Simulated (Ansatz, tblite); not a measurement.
Removing and adding an electron: SnCl2. Charge 0, multiplicity 1. Geometry: PBE-D4/def2-TZVP. Ansatz, gas phase; energy differences of separate SCF runs; the oxidised species was run as a doublet alone; the reduced species was run as a doublet alone.

```xyz
3

Sn   -0.339    0.965   -0.144
Cl    0.166   -0.751   -1.726
Cl    0.173   -0.214    1.870
```

In the def2 sets Sn takes a core potential; there is no spin–orbit coupling. The xTB rows come from tblite. Correlated methods freeze 14 core orbitals; core or outer-core shells of Sn are correlated, in sets that lack core-valence functions.

(1) Estimate orbital energies and vertical ionisation energies and electron affinities at: GFN1-xTB; GFN2-xTB; HF/def2-TZVPD; HF/def2-TZVPP; PBE-D4/def2-TZVP; PBE-D4/def2-TZVPD; r2SCAN-D4/def2-TZVP; r2SCAN-D4/def2-TZVPD; PBE0-D4/def2-TZVP; PBE0-D4/def2-TZVPD; MP2/def2-TZVPD; MP2/def2-TZVPP; CCSD/def2-TZVPD; CCSD/def2-TZVPP; CCSD(T)/def2-TZVPD; CCSD(T)/def2-TZVPP.

## Answers

(1) 
```tsv
level	−HOMO (eV)	vertical IE (eV)	−LUMO (eV)	vertical EA (eV)	HOMO–LUMO gap (eV)	IE − EA (eV)	remarks
GFN1-xTB	12.44	15.07	8.36	5.28	4.08	9.79	–
GFN2-xTB	11.36	14.41	7.29	4.62	4.06	9.79	–
HF/def2-TZVPD	–	–	–	1.16	–	–	–
HF/def2-TZVPP	–	9.51	–	–	–	–	–
PBE-D4/def2-TZVP	6.99	9.92	3.83	–	3.16	–	–
PBE-D4/def2-TZVPD	7.06	–	3.89	1.34	3.16	–	HOMO above zero (-1 doublet)
r2SCAN-D4/def2-TZVP	7.30	10.09	3.80	–	3.50	–	–
r2SCAN-D4/def2-TZVPD	7.34	–	3.83	1.50	3.51	–	HOMO above zero (-1 doublet)
PBE0-D4/def2-TZVP	8.07	10.13	3.19	–	4.89	–	–
PBE0-D4/def2-TZVPD	8.12	–	3.23	1.48	4.89	–	HOMO above zero (-1 doublet)
MP2/def2-TZVPD	–	–	–	1.37	–	–	–
MP2/def2-TZVPP	–	10.39	–	–	–	–	–
CCSD/def2-TZVPD	–	–	–	1.42	–	–	–
CCSD/def2-TZVPP	–	10.21	–	–	–	–	–
CCSD(T)/def2-TZVPD	–	–	–	1.41	–	–	–
CCSD(T)/def2-TZVPP	–	10.17	–	–	–	–	–
```

   A HOMO above zero means that the electron is unbound at that level or that self-interaction error raises the level; the energy of removing that electron tells which. Raw xTB energy differences between charge states are shifted by several eV; the methods need an empirical correction for them.
